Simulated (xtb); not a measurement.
Hf(F)3(OMe) (CH3F3HfO), SMILES C[O][Hf]([F])([F])[F], multiplicity 1. All values are semi-empirical tight-binding results from xtb (GFN2-xTB unless named), good for trends rather than for accurate numbers. Geometry optimised at GFN2-xTB. The multiplicity is an assumed one; other spin states were not compared. Other conformers were not sampled.

Optimised geometry:

Bonded distances (Å): Hf1–F2 1.837, Hf1–F3 1.837, Hf1–F4 1.836, Hf1–O5 1.837, Hf1–C6 2.616, O5–C6 1.419, C6–H7 1.104, C6–H8 1.096, C6–H9 1.109. Bond angles (°): F2–Hf1–F3 112.7, F2–Hf1–F4 113.1, F2–Hf1–O5 112.6, F2–Hf1–C6 143.7, F3–Hf1–F4 105.9, F3–Hf1–O5 106.4, F3–Hf1–C6 90.8, F4–Hf1–O5 105.7, F4–Hf1–C6 84.4, O5–Hf1–C6 31.4, Hf1–O5–C6 106.2, Hf1–C6–O5 42.4, Hf1–C6–H7 95.0, Hf1–C6–H8 148.9, Hf1–C6–H9 79.8, O5–C6–H7 109.8, O5–C6–H8 108.7, O5–C6–H9 110.2, H7–C6–H8 108.8, H7–C6–H9 110.5, H8–C6–H9 108.8.
Charge 0, spin multiplicity 1.

For metal compounds this method's bond lengths and energies can be far off.

```json
{
 "orbital_gap": "4.44 eV",
 "zero_point_energy": "27.3 kcal/mol",
 "G − E(el) at 298.15 K (modified RRHO)": "4.8 kcal/mol"
}
```

Computed atomic charges and the Wiberg bond orders between heavy atoms:
charges (e) Hf1 1.25, F2 -0.38, F3 -0.39, F4 -0.39, O5 -0.42, C6 0.02, H7 0.10, H8 0.10, H9 0.11. Bond orders Hf1–F2 0.87, Hf1–F3 0.86, Hf1–F4 0.86, Hf1–O5 1.00, O5–C6 0.98.
